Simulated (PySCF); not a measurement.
Ionisation energy of Kr⁺ by level of theory

Kr⁺ [Ar] 3d10 4s2 4p5 (2P) → Kr²⁺ [Ar] 3d10 4s2 4p4 (3P), as a difference of total energies. All numbers are calculated (PySCF 2.14, the spin-free X2C one-electron Hamiltonian (Gaussian nucleus), in aug-cc-pVDZ-DK (6s5p3d, 36 functions)). Correlated levels: valence: [Ar] 3d10 frozen. The calculations carry no spin-orbit coupling.

```tsv
method	ionisation energy (eV)
UHF	23.276
B3LYP	24.502
LDA	24.655
MP2 (valence)	23.887
CCSD (valence)	23.860
```

Q: Estimate what SCS-MP2 (valence) gives.

A: 23.861 eV, closest to CCSD (valence) among the rows shown.

Q: Estimate what CCSD(T) (valence) gives.

A: 23.871 eV, closest to CCSD (valence) among the rows shown.

The reference lies between the lowest fine-structure levels, while these numbers refer to the centres of the terms.

Errors of the correlated levels include the incompleteness of this basis and the frozen core.

For comparison: 24.360 eV (measured; NIST Atomic Spectra Database, ionization energies).
